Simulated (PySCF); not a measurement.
# Si2H6O7

Si2H6O7 is a molecule drawn as a unit of a network glass or zeolite (built as: Si Si, OH ends, O bridges), neutral, singlet. The structure, one conformer, was relaxed in the gas phase by PBE0-D3(BJ)/def2-SVP. No frequency run checks that it is a minimum.

SMILES: O[Si](O)(O)O[Si](O)(O)O

```tsv
atom	x (Å)	y (Å)	z (Å)
O1	0.325	0.200	-2.236
Si2	-0.630	0.841	-1.062
O3	-1.993	1.443	-1.739
O4	0.104	2.056	-0.196
O5	-0.899	-0.304	0.095
Si6	0.314	-0.898	1.043
O7	0.889	0.309	1.998
O8	-0.126	-2.163	1.984
O9	1.408	-1.441	-0.085
H10	0.915	-0.480	-1.874
H11	-2.335	0.952	-2.492
H12	0.288	2.875	-0.663
H13	0.798	1.173	1.562
H14	-0.482	-1.933	2.848
H15	2.188	-1.895	0.247
```

Shieldings: GIAO PBE0/pcSseg-1. Shifts are against computed references at the same level: H TMS (σ 31.27 ppm), Si TMS (σ 352.0 ppm). Core levels by delta-SCF with SCAN, pcX-2 on the ionised atom and pcseg-1 elsewhere, spin-free X2C (2p3/2 is the spin-free 2p value less a third of a first-order spin-orbit splitting); from the vacuum level, for chosen atoms.

Problem. Give the shieldings and core levels atom by atom.

Solution. 
```json
{"atoms": "O1 O7", "bonded to": "1 Si + 1 H", "σ (ppm)": "270.2", "δ (ppm)": "-", "core level (eV)": "1s 538.60"}
{"atoms": "Si2 Si6", "bonded to": "4 O", "σ (ppm)": "419.2", "δ (ppm)": "-67.2", "core level (eV)": "2p3/2 108.82"}
{"atoms": "O3 O8", "bonded to": "1 Si + 1 H", "σ (ppm)": "288.3", "δ (ppm)": "-", "core level (eV)": "1s 539.16"}
{"atoms": "O4 O9", "bonded to": "1 Si + 1 H", "σ (ppm)": "281.9", "δ (ppm)": "-", "core level (eV)": "1s 539.19"}
{"atoms": "O5", "bonded to": "2 Si", "σ (ppm)": "236.9", "δ (ppm)": "-", "core level (eV)": "1s 538.30"}
{"atoms": "H10 H13", "bonded to": "1 O", "σ (ppm)": "27.46", "δ (ppm)": "3.81", "core level (eV)": "-"}
{"atoms": "H11 H14", "bonded to": "1 O", "σ (ppm)": "29.22", "δ (ppm)": "2.05", "core level (eV)": "-"}
{"atoms": "H12 H15", "bonded to": "1 O", "σ (ppm)": "29.51", "δ (ppm)": "1.76", "core level (eV)": "-"}
```

Values are those of this one static structure; atoms that internal rotation interchanges would show their mean in an NMR spectrum.

Problem. Which of O5, O7, O8, O9 holds its core electrons tightest, and by how much against the loosest?

Solution. O9 (bonded to 1 Si + 1 H), by 0.89 eV over O5 (bonded to 2 Si).

Problem. By CAM-B3LYP/def2-SVPD (TDDFT singlets, Tamm-Dancoff triplets, ionisation by delta-SCF), where does absorption start, and what does vertical ionisation take?

Solution. The lowest singlet lies at 7.95 eV (f 0.008), the strongest of the first 6 at 8.82 eV (f 0.143), the lowest triplet at 7.70 eV; vertical ionisation takes 11.58 eV.
